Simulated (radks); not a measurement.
Neutral dysprosium, 66 electrons, occupied as [Xe] 4f10 6s2.

All-electron calculation, scalar-relativistic Kohn-Sham, LDA (Slater exchange, Perdew-Wang correlation), spin-polarised, spherical densities, finite nucleus; open shells are filled with parallel spins first (spin-orbit coupling, left out, can overturn this in heavy ions); Fermi nuclear charge, rms radius 5.2218 fm. Program: a radial shooting solver on a logarithmic mesh with Libxc functionals.

Energy parts (eV):
| part | energy |
|---|---|
| total | -330574.34 |
| kinetic | 356489.17 |
| electron-nucleus | -809141.38 |
| Hartree | 129022.05 |
| exchange-correlation | -6944.19 |

Orbitals (lengths in bohr, moments of r in powers of bohr; r(90%) holds 90 % of the orbital's charge):
| orbital | occ. | eigenvalue (eV) | <r^4> | <1/r> | <r^2> | r(90%) |
|---|---|---|---|---|---|---|
| 1s up | 1 | -53600.98 | 9.941e-07 | 74.49 | 0.0006103 | 0.0383 |
| 1s down | 1 | -53600.98 | 9.941e-07 | 74.49 | 0.0006103 | 0.0383 |
| 2s up | 1 | -8927.135 | 0.0001563 | 17.31 | 0.009533 | 0.139 |
| 2s down | 1 | -8927.067 | 0.0001563 | 17.31 | 0.009533 | 0.139 |
| 2p up | 3 | -7925.554 | 0.0001176 | 16.09 | 0.007712 | 0.129 |
| 2p down | 3 | -7925.505 | 0.0001176 | 16.09 | 0.007711 | 0.129 |
| 3s up | 1 | -1987.097 | 0.005987 | 6.366 | 0.06302 | 0.344 |
| 3s down | 1 | -1985.485 | 0.005976 | 6.370 | 0.06297 | 0.344 |
| 3p up | 3 | -1679.501 | 0.006291 | 5.970 | 0.06326 | 0.350 |
| 3p down | 3 | -1677.901 | 0.006276 | 5.974 | 0.06319 | 0.349 |
| 3d up | 5 | -1282.575 | 0.004972 | 5.665 | 0.05291 | 0.330 |
| 3d down | 5 | -1281.326 | 0.004956 | 5.668 | 0.05284 | 0.330 |
| 4s up | 1 | -393.7495 | 0.1468 | 2.690 | 0.3175 | 0.762 |
| 4s down | 1 | -390.3503 | 0.1470 | 2.689 | 0.3176 | 0.762 |
| 4p up | 3 | -292.3898 | 0.1935 | 2.467 | 0.3593 | 0.818 |
| 4p down | 3 | -289.0374 | 0.1940 | 2.465 | 0.3596 | 0.818 |
| 4d up | 5 | -154.2409 | 0.3051 | 2.175 | 0.4319 | 0.917 |
| 4d down | 5 | -150.9651 | 0.3077 | 2.172 | 0.4332 | 0.919 |
| 5s up | 1 | -49.7949 | 5.378 | 1.024 | 1.893 | 1.87 |
| 5s down | 1 | -48.1499 | 5.596 | 1.014 | 1.927 | 1.89 |
| 5p up | 3 | -26.0292 | 11.69 | 0.8502 | 2.705 | 2.27 |
| 5p down | 3 | -24.8274 | 12.45 | 0.8374 | 2.783 | 2.31 |
| 4f up | 7 | -4.5225 | 3.936 | 1.568 | 1.027 | 1.51 |
| 6s up | 1 | -3.9541 | 550.0 | 0.3117 | 18.51 | 5.99 |
| 6s down | 1 | -3.8385 | 583.7 | 0.3068 | 19.08 | 6.08 |
| 4f down | 3 | -1.7280 | 8.128 | 1.525 | 1.238 | 1.63 |

The highest occupied level is 4f down at -1.728 eV. The density falls to 0.001 e/bohr^3 at r = 5.13 bohr. The spin density at the nucleus is 1.023 e/bohr^3 (1s 0.007, 2s -0.982, 3s -9.713, 4s 1.635, 5s 8.976, 6s 1.100). Spin moment in Bohr magnetons: 4.
